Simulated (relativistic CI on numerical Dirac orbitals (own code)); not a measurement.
## Ti6+: calculation against measurement

Method of calculation: Dirac-Coulomb-Breit CI, separate exchange-only KLI orbitals for each configuration, a model potential for QED, unscaled Slater integrals (own radial code, finite nucleus).

Configurations in the expansion (outside the closed core [Ne]): 3s²3p⁴, 3s3p⁵, 3s²3p³3d, 3p⁶, 3s3p⁴3d, 3s²3p³4s, 3p⁵3d, 3s3p³3d², 3s²3p³4p, 3s²3p³4d, 3s²3p³4f, 3s3p⁴4s, 3s²3p³5s, 3s²3p³5p, 3s²3p²3d², 3s²3p3d³, 3s3p²3d³, 3s²3p3d²4s, 3s²3p3d²4p, 3s²3p3d²4d. Double excitations out of closed p, d and f shells are left out; levels of such configurations are missing from the list, as are those of other unlisted configurations, and high levels can miss mixing partners. These lack a partner that the ground configuration has and come out too high: 3s²3p³4f, 3s3p⁴4s, 3s²3p³5s, 3s²3p³5p.

```tsv
Configuration	Term (tabulated)	J	Measured (cm⁻¹)	Computed	Error	Purity (%)
3s²3p⁴	3P	2	0.0	0	0	95
3s²3p⁴	3P	1	4534.0	4462	-72	96
3s²3p⁴	3P	0	5888.0	5835	-53	95
3s²3p⁴	1D	2	24130.0	26319	2189	95
3s3p⁵	3P°	2	196266.0	193196	-3070	78
3s3p⁵	3P°	1	200059.0	196971	-3088	77
3s3p⁵	3P°	0	202202.0	199080	-3122	77
3s²3p³3d	1D°	2	325261.0	330273	5012	94
3s²3p³3d	1F°	3	361904.0	375412	13508	94
3s²3p³3d	1D°	2	407703.0	421783	14080	94
3s²3p³4s	3S°	1	564217.0	580412	16195	98
3s²3p³4s	3D°	1	586092.0	606069	19977	95
3s²3p³4s	3D°	2	586308.0	606277	19969	95
3s²3p³4s	3D°	3	586998.0	607025	20027	99
3s²3p³4s	1D°	2	592918.0	613860	20942	93
3s²3p³4s	3P°	0	607538.0	626323	18785	98
3s²3p³4s	3P°	1	607982.0	626821	18839	95
3s²3p³4s	3P°	2	609116.0	628136	19020	90
3s²3p³4s	1P°	1	614794.0	634697	19903	94
```

Measured levels from Corliss and Sugar, J. Phys. Chem. Ref. Data 8, 1 (1979); pairs were made by configuration, J and term (by order where the table uses no LS term), so strongly mixed levels may be paired wrongly. Some J values or terms of the table were assigned by a fit.

Mean error by configuration (cm⁻¹): 3s²3p⁴ 688; 3s3p⁵ -3093; 3s²3p³3d 10867; 3s²3p³4s 19295. Over the excited levels the mean absolute error is 12103 cm⁻¹ (18 of the 23 excited levels that our extract of the source holds in range could be paired, and the others can miss by more), and the median relative error of those above 1,000 cm⁻¹ is 3.1 %. Some levels of the ground configuration have no partner.
